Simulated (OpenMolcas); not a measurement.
# Multiconfigurational calculation on C³⁺

Input:

```
&GATEWAY
Coord
1

C 0.0 0.0 0.0
Basis=ANO-R2
Group=XYZ
NoMove
AngMom=0.0 0.0 0.0
AMFI
&SEWARD
&RASSCF
FileOrb=start.orb
Symmetry=1
Spin=2
nActEl=1 0 0
Inactive=1 0
Ras2=1 3
CIRoot=1 1 1
SDav=1
CIMx=300
Iter=120 100
PrWF=0.3
OrbListing=Nothing
MaxOrb=0
Atom
>>> COPY $Project.JobIph JOBPRE
&RASSCF
FileOrb=start.orb
Symmetry=1
Spin=2
nActEl=1 0 1
Inactive=1 0
Ras2=1 3
Ras3=5 0
CIRoot=1 1 1
SDav=6
CIMx=300
Iter=120 100
PrWF=0.3
OrbListing=Nothing
MaxOrb=0
Thrs=2.0e-7 1.0e-1 5.0e-4
Atom
>>> COPY $Project.JobIph JOB001
&RASSCF
FileOrb=start.orb
Symmetry=2
Spin=2
nActEl=1 0 1
Inactive=1 0
Ras2=1 3
Ras3=5 0
CIRoot=3 3 1
SDav=3
CIMx=300
Iter=120 100
PrWF=0.3
OrbListing=Nothing
MaxOrb=0
Thrs=2.0e-7 1.0e-1 5.0e-4
Atom
>>> COPY $Project.JobIph JOB002
&RASSI
NrOfJobIphs=2 1 3
1
1 2 3
IphNames
JOB001
JOB002
EJob
SpinOrbit
DIPRint=1.0
SOCoupling=1000.0
Subsets=2
MEES
Property=10
'ANGMOM' 1 'ANGMOM' 2 'ANGMOM' 3 'MLTPL  1' 1 'MLTPL  1' 2 'MLTPL  1' 3
'AMFI' 1 'AMFI' 2 'AMFI' 3 'MLTPL  2' 6
SOProperty=3
'ANGMOM' 1 'ANGMOM' 2 'ANGMOM' 3
```

Launched by
```bash
OMP_NUM_THREADS=1 MOLCAS_MEM=2252 MOLCAS_PROJECT=a pymolcas a.inp > a.log  # once for each step of the input, in one work folder
```

A driver script runs the steps one by one and writes start.orb anew before each from the orbitals found so far.

Output, cut to the results:

```
--- SEWARD ---
Basis set label: C.ANO-R...4S4P2D1F.

      Electronic valence basis set:
      ------------------
      Associated Effective Charge   6.000000 au
      Associated Actual Charge      6.000000 au
      Nuclear Model: Finite nucleus - Gaussian distribution
        Gaussian exponent, Xi/bohr**(-2):  6.80775E+08

      Shell  nPrim  nBasis  Cartesian Spherical Contaminant
         s      12       4        X
         p       7       4        X
         d       3       2                 X
         f       2       1                 X
                  Relativistic X2C integrals
                  Atomic mean-field integrals
--- RASSCF ---
Wave function specifications:
      -----------------------------

      Number of closed shell electrons           2
      Number of electrons in active shells       1
      Max number of holes in RAS1 space          0
      Max nr of electrons in RAS3 space          1
      Number of inactive orbitals                1
      Number of active orbitals                  9
      Number of secondary orbitals              23
      Spin quantum number                      0.5
      State symmetry                             1
Orbital specifications:
      -----------------------

      Symmetry species                           1   2
                                                ag  au
      Frozen orbitals                            0   0
      Inactive orbitals                          1   0
      Active orbitals                            6   3
      RAS1 orbitals                              0   0
      RAS2 orbitals                              1   3
      RAS3 orbitals                              5   0
      Secondary orbitals                         7  16
      Deleted orbitals                           0   0
      Number of basis functions                 14  19
      Number of CSFs                             6
      Number of root(s) required                 1
      Iter CI   SX   CI       RASSCF       Energy    max ROT     max BLB   max BLB  Level Ln srch  Step   QN
          iter iter root      energy       change     param      element    value   shift minimum  type update
 Nr of preliminary CI iterations:   1
 ###############################################################################
 ###############################################################################
 ###                                                                         ###
 ###                                                                         ###
 ###    WARNING: Problems in orbital optimization.                           ###
 ###                                                                         ###
 ###                                                                         ###
 ###############################################################################
 ###############################################################################
  Warning: In symmetry  1, orbital p=   3 has diagonal density matrix element D(p,p) close to zero. D(p,p)=  1.267435E-33
  Warning: In symmetry  1, orbital p=   4 has diagonal density matrix element D(p,p) close to zero. D(p,p)=  7.165525E-32
        ...
  Warning: In symmetry  2, orbital p=   1 has diagonal density matrix element D(p,p) close to zero. D(p,p)=  0.000000E+00
  Warning: In symmetry  2, orbital p=   2 has diagonal density matrix element D(p,p) close to zero. D(p,p)=  0.000000E+00
  Warning: In symmetry  2, orbital p=   3 has diagonal density matrix element D(p,p) close to zero. D(p,p)=  0.000000E+00
        4   1    1    1   -34.73962031    9.24E-14   0.00E+00    1   2 1  2.76E-08   0.50   0.00    SX    NO
      Convergence after  4 iterations
        5   1    1    1   -34.73962031   -1.56E-13   0.00E+00    1   2 1  2.76E-08   0.50   0.00    SX    NO
      Natural orbitals and occupation numbers for root  1
      sym 1:   1.000000   0.000000   0.000000   0.000000   0.000000   0.000000
      sym 2:   0.000000   0.000000   0.000000
::    RASSCF root number  1 Total energy:    -34.73962031
--- RASSCF ---
Wave function specifications:
      -----------------------------

      Number of closed shell electrons           2
      Number of electrons in active shells       1
      Max number of holes in RAS1 space          0
      Max nr of electrons in RAS3 space          1
      Number of inactive orbitals                1
      Number of active orbitals                  9
      Number of secondary orbitals              23
...
--- RASSI ---
SPIN-FREE ENERGIES:
  (Shifted by EMIN (a.u.) =        -34.7396203118)

 SF State       Relative EMIN(au)   Rel lowest level(eV)    D:o, cm**(-1)      L_eff

     1             0.0000000000        0.0000000000              0.0000         0.0
     2             0.2968811217        8.0785468715          65157.8747         1.0
     3             0.2968811217        8.0785468715          65157.8747         1.0
     4             0.2968811217        8.0785468715          65157.8747         1.0
     Dipole printing threshold changed to   1.00000000E+00

++ Dipole transition strengths (spin-free states):
   -----------------------------------------------
     for osc. strength at least  1.00000000E+00

  ( Max oscillator strength is only    9.7675416789911582E-002 )
--
Eigenvalues of complex Hamiltonian:
   -----------------------------------
  (Shifted by EMIN (a.u.) =        -34.7396203118)

 SO State       Relative EMIN(au)   Rel lowest level(eV)    D:o, cm**(-1)     J-value

     1             0.0000000000        0.0000000000              0.0000         0.4
     2             0.0000000000        0.0000000000              0.0000         0.4
     3             0.2965834900        8.0704478998          65092.5521         0.4
     4             0.2965834900        8.0704478998          65092.5521         0.4
     5             0.2970299376        8.0825963573          65190.5360         1.4
     6             0.2970299376        8.0825963573          65190.5360         1.4
     7             0.2970299376        8.0825963573          65190.5360         0.8
     8             0.2970299376        8.0825963573          65190.5360         0.8
Weights of the five most important spin-orbit-free states for each spin-orbit state.

 SO State  Total energy (au)           Spin-free states, spin, and weights
 -------------------------------------------------------------------------------------------------------
...
```

The J values that RASSI prints are effective ones from its own formula and need not be integers or half-integers; the table below assigns J from the states.

Levels above the lowest, from the spin-orbit matrix, grouped by J:

```
Configuration  Term    J  E (cm⁻¹)  Measured (cm⁻¹)  Term weight %
           2s    ²S  1/2       0.0              0.0            100
           2p   ²P°  1/2     65093            64484            100
           2p   ²P°  3/2     65191            64592            100
```

Against the 2 measured excited levels shown (Moore, Selected Tables of Atomic Spectra, NSRDS-NBS 3, section 3) the mean absolute deviation is 600 cm-1; the largest miss in energy is 2p ²P°_1/2: computed 65093, measured 64484 cm⁻¹ (+0.9 %).

With one active electron outside closed inactive shells, the extra shells (3d) add no correlation to the reference. With one active electron the reference holds no correlation, so core polarisation is missing. Computed and measured levels are paired by configuration, term and J; levels that our copy of the source lacks, or whose pairing is in doubt (as where it misses far off the trend of its configuration), stay unpaired and out of the deviations. Only configurations of the active space appear. The first state left out of the spin-orbit step lies near 360000 cm-1 above the lowest spin-free state of the reference (among the parities and spins computed), and the list stops at four fifths of that energy or lower.

The RASSCF and RASSI steps took 7.5 s on 1 thread of Arm Neoverse V1, with other jobs on the host; the integral step is not counted.

The term weight is that of the spin-free term in the level, not the purity of its configuration. ° marks odd parity.
